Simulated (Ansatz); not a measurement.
System: trichloro(ethoxy)germane, C$_{2}$H$_{5}$Cl$_{3}$GeO (charge 0, singlet). 
Coordinates optimised at B3LYP-D3(BJ)/def2-TZVP (Ansatz, a quantum-chemistry and plane-wave program):
SMILES: [Cl][Ge]([O]CC)([Cl])[Cl]
```xyz
12

C     -3.5336    -1.1126    -0.2987
C     -2.0370    -1.1983    -0.4951
O     -1.4430    -0.0381     0.1194
Ge     0.2920     0.1897     0.0813
Cl     0.9997     0.2935    -1.9419
Cl     0.6937     2.0136     1.0995
Cl     1.2932    -1.4420     1.0511
H     -4.0182    -1.9789    -0.7535
H     -3.7804    -1.0940     0.7632
H     -3.9300    -0.2092    -0.7628
H     -1.6349    -2.1038    -0.0314
H     -1.7847    -1.2179    -1.5593
```

Basis-set convergence of Hartree-Fock and CCSD(T) correlation energies (hartree) with Ansatz. Cores are frozen in the correlated levels unless marked. No spin-orbit coupling. Frozen are the shells of the preceding noble gas and the d and f shells that filled before the atom's block. Non-relativistic.

| basis | functions | E(HF) | E(corr, CCSD(T)) |
|---|---|---|---|
| def2-SVPD | 222 | -3606.74966 | -1.12016 |
| def2-TZVPPD | 406 | … | … |

Task: Some entries are withheld; supply them.

Result: 
- def2-TZVPPD, E(HF): -3607.64573
- def2-TZVPPD, E(corr, CCSD(T)): -1.39181
